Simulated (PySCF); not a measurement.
C4H8BF, SMILES CB(C)/C=C\F. Atoms are numbered in the order given.

```xyz
14

C     -2.1094    -1.2234     0.0504
B     -0.8453    -0.2835     0.1074
C     -0.9597     1.1408     0.7749
C      0.4938    -0.7857    -0.5193
C      1.6706    -0.1457    -0.5418
F      1.8643     1.0636    -0.0095
H     -2.7954    -0.8009    -0.7117
H     -1.9119    -2.2698    -0.2300
H     -2.6825    -1.2021     0.9936
H     -0.3449     1.1507     1.6953
H     -1.9880     1.4167     1.0557
H     -0.5305     1.9353     0.1424
H      0.5318    -1.7721    -0.9971
H      2.5979    -0.5286    -0.9848
```

The structure is a stationary point at B3LYP-D3(BJ)/def2-SVP. The structure was generated by enumeration; whether it is a known compound was not checked. One conformer was computed; it need not be the lowest.

Method: M06-2X/def2-TZVP run with PySCF.

Atomic charges (e):

```csv
atom,meta-Löwdin,Löwdin,Mulliken
C1,-0.45,-0.26,-0.50
B2,0.24,-0.49,0.26
C3,-0.45,-0.26,-0.50
C4,-0.28,-0.13,-0.35
C5,0.23,-0.22,0.14
F6,-0.26,0.18,-0.19
H7,0.13,0.16,0.15
H8,0.11,0.14,0.13
H9,0.12,0.15,0.15
H10,0.13,0.16,0.16
H11,0.11,0.14,0.13
H12,0.13,0.15,0.16
H13,0.13,0.17,0.13
H14,0.12,0.13,0.14
```

Task: Give the Mayer and Wiberg (Löwdin basis) orders of the bonds. (An estimate is asked for; the answer gives what the named calculation found.)

Result: 
| bond | Mayer | Wiberg |
|---|---|---|
| C1–B2 | 1.01 | 1.30 |
| B2–C3 | 1.03 | 1.30 |
| B2–C4 | 1.03 | 1.20 |
| C4–C5 | 1.83 | 2.02 |
| C5–F6 | 1.02 | 1.76 |
| C1–H7 | 0.93 | 0.84 |
| C1–H8 | 0.97 | 0.87 |
| C1–H9 | 0.95 | 0.86 |
| C3–H10 | 0.93 | 0.84 |
| C3–H11 | 0.97 | 0.87 |
| C3–H12 | 0.95 | 0.86 |
| C4–H13 | 0.94 | 0.78 |
| C5–H14 | 0.98 | 0.87 |
